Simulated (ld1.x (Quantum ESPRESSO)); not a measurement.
## Ar PAW: all-electron and pseudo phase curves

argon, PAW, made with ld1.x (Quantum ESPRESSO) 7.5 (LDA (PZ), non-relativistic). Core [Ne], reference 3s2 3p4 (charge +2). Waves: 3s (bound): rcut 0.85, rcutus 1.10 bohr; 3s channel at -2.75 Ry: rcut 0.85, rcutus 1.10 bohr; 3p (bound): rcut 0.90, rcutus 1.25 bohr; 3p channel at -0.15 Ry: rcut 0.90, rcutus 1.25 bohr; 3d channel at 0.25 Ry: rcut 0.75, rcutus 1.05 bohr; 3d channel at 0.75 Ry: rcut 0.75, rcutus 1.05 bohr. Local part: all-electron potential smoothed inside 0.80 bohr (lloc = -1). Core correction: Bessel-smoothed model core inside 1.05 bohr. Augmentation charge: PSQ, radius 0.70 bohr.

The phase is arctan(r·u′/u) with u = r·R(r), unwrapped; energies in Ry, scanned from -6 to 5 Ry. A pole is an energy at which the radial function vanishes at the test radius. The pseudo phase is shifted by a multiple of π to meet the all-electron one at the reference energy, and phase errors are pseudo minus all-electron; the curves can meet again beyond the range given. Levels narrower than the energy grid can be missing from the lists of poles. Where the grid stepped over a known ghost or core level, its pole and its step of π were put in at the level’s energy.

```
channel  radius (bohr)  reference energy (Ry)  poles, all-electron  poles, pseudo  unbroken range about the reference energy with phases within 0.05 rad  phase error 1 Ry above the reference energy (rad)
      s           1.35                  -3.69                 2.38    -4.23, 2.41                                                             above -4.2                                             +0.000
      p           1.35                  -2.61                 3.55           3.53                                                        the whole range                                             -0.000
      d           1.35                   0.25                 4.01           4.01                                                        the whole range                                             +0.000
```

Note: ghost state, extra bound levels that the all-electron valence spectrum of the same l lacks: s at -57.5 eV. A true bound ghost makes a file unfit for plane-wave use.

Phases in the p channel:

| E (Ry) | all-electron | pseudo |
| --- | --- | --- |
| -6.00 | 1.036 | 1.036 |
| -5.74 | 1.004 | 1.004 |
| -5.48 | 0.968 | 0.967 |
| -5.22 | 0.925 | 0.924 |
| -4.96 | 0.874 | 0.874 |
| -4.70 | 0.814 | 0.814 |
| -4.44 | 0.742 | 0.742 |
| -4.18 | 0.655 | 0.655 |
| -3.92 | 0.550 | 0.549 |
| -3.66 | 0.422 | 0.421 |
| -3.40 | 0.269 | 0.269 |
| -3.14 | 0.092 | 0.092 |
| -2.88 | -0.101 | -0.101 |
| -2.62 | -0.299 | -0.299 |
| -2.36 | -0.486 | -0.486 |
| -2.10 | -0.653 | -0.653 |
| -1.84 | -0.795 | -0.795 |
| -1.58 | -0.913 | -0.913 |
| -1.32 | -1.011 | -1.011 |
| -1.06 | -1.091 | -1.091 |
| -0.80 | -1.158 | -1.158 |
| -0.54 | -1.214 | -1.214 |
| -0.28 | -1.262 | -1.262 |
| -0.02 | -1.303 | -1.303 |
| 0.24 | -1.338 | -1.338 |
| 0.50 | -1.369 | -1.369 |
| 0.76 | -1.396 | -1.396 |
| 1.02 | -1.420 | -1.420 |
| 1.28 | -1.442 | -1.442 |
| 1.54 | -1.462 | -1.462 |
| 1.80 | -1.480 | -1.480 |
| 2.06 | -1.496 | -1.496 |
| 2.32 | -1.511 | -1.512 |
| 2.58 | -1.526 | -1.526 |
| 2.84 | -1.539 | -1.539 |
| 3.10 | -1.551 | -1.551 |
| 3.36 | -1.563 | -1.563 |
| 3.62 | -1.574 | -1.574 |
| 3.88 | -1.585 | -1.585 |
| 4.14 | -1.595 | -1.595 |
| 4.40 | -1.605 | -1.605 |
| 4.66 | -1.614 | -1.615 |
| 4.92 | -1.623 | -1.625 |
